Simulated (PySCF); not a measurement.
# Fractional electron number in Mo (molybdenum, neutral)

The 5s alpha orbital of [Kr] 4d5 5s1 is emptied in steps (occupation f), with all orbitals relaxed, ending at [Kr] 4d5. Computed with PySCF 2.14 in def2-SVP with the def2 core potential (28 electrons) (5s3p2d1f, 31 functions), with scalar relativity through the core potential. The exact energy is a straight line in f; departures are measured from the line between the end points of the same method.

```json
{"f": "1", "UHF (eV)": "0.000", "LDA (eV)": "0.000", "PBE (eV)": "0.000"}
{"f": "0.75", "UHF (eV)": "0.039", "LDA (eV)": "-0.559", "PBE (eV)": "-0.548"}
{"f": "0.5", "UHF (eV)": "0.051", "LDA (eV)": "-0.750", "PBE (eV)": "-0.735"}
{"f": "0.25", "UHF (eV)": "0.037", "LDA (eV)": "-0.564", "PBE (eV)": "-0.555"}
{"f": "0", "UHF (eV)": "0.000", "LDA (eV)": "0.000", "PBE (eV)": "0.000"}
```

| method | E(f=0) − E(f=1) (eV) | −ε at f=1 (eV) | −ε at f=0.5 (eV) |
| --- | --- | --- | --- |
| UHF | 6.301 | 6.515 | 6.296 |
| LDA | 7.840 | 4.876 | 7.827 |
| PBE | 7.549 | 4.648 | 7.530 |

Orbital energy along the path (eV):

```
   f     UHF      LDA      PBE
   1  -6.515   -4.876   -4.648
0.75  -6.401   -6.336   -6.074
 0.5  -6.296   -7.827   -7.530
0.25  -6.199   -9.338   -9.014
   0  -6.110  -10.856  -10.527
```

Reference removal energy between the ground levels: 7.092 eV (measured; NIST Atomic Spectra Database, ionization energies). UHF lacks correlation.
